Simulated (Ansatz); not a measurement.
`CC[O][SnH3]` + H₂O → `[OH][SnH3]` + `CCO` at 500 K and 1 bar (formal hydrolysis of the Sn–O bond).

Calculated with Ansatz (gas phase, PBE0-D4/def2-TZVP geometries, no zero-point term in ΔE). CCSD(T)/CBS is the MP2 limit (def2-TZVPP, def2-QZVPP) plus CCSD(T) − MP2 in def2-TZVPP, frozen cores. This one scheme is used for every species. Elements past krypton have def2 core potentials. For Sn outer-core shells are correlated without core-valence functions, which leaves a few kJ/mol of doubt a bond. Each species was taken in one conformer, which may not be the lowest.

```tsv
species	CCSD(T)/CBS energy (Eh)	H − E (kJ/mol)	S (J/(mol·K))
`CC[O][SnH3]`	-370.09955	283.4	422.5
H₂O	-76.37941	73.2	206.3
`[OH][SnH3]`	-291.59405	117.0	327.9
`CCO`	-154.88256	240.4	310.3
```

H − E and S are ideal-gas, rigid-rotor, harmonic terms from PBE0-D4/def2-TZVP, for one conformer and one mirror image of each species. 1 Eh = 2625.50 kJ/mol, R = 8.31446 J/(mol·K).

Task: By hand: ΔE, ΔH, ΔS and ΔG.

Result: ΔE = (-291.59405) + (-154.88256) − (-370.09955) − (-76.37941) = 0.00235 Eh = 6.2 kJ/mol. Δ(H − E) = 117.0 + 240.4 − 283.4 − 73.2 = 0.8, so ΔH = 7.0 kJ/mol. ΔS = 327.9 + 310.3 − 422.5 − 206.3 = 9.4 J/(mol·K). ΔG = 7.0 − 500 × (9.4)/1000 = 2.3 kJ/mol.

Task: By hand: the equilibrium constant, and the temperature at which ΔG would vanish if ΔH and ΔS stayed fixed.

Result: log₁₀ K = −ΔG/(RT ln 10) = -0.2. ΔG = 0 at ΔH/ΔS = 745 K, though so small a ΔH makes that figure unsure.

TΔS isn't small against ΔH here. The sign of ΔG lies within the doubt. A doubt of 5 kJ/mol in ΔE shifts log₁₀ K by 0.5 here. Other conformers and mirror images would add mixing entropy, several J/(mol·K) or more a flexible species. Modes under 60 cm⁻¹, often nearly free rotors, make the harmonic entropy too high. These are equilibria of isolated gas molecules and say nothing of rates. Largest T1 diagnostic: 0.014 (customary marks: 0.02 for closed shells, 0.045 for open ones).
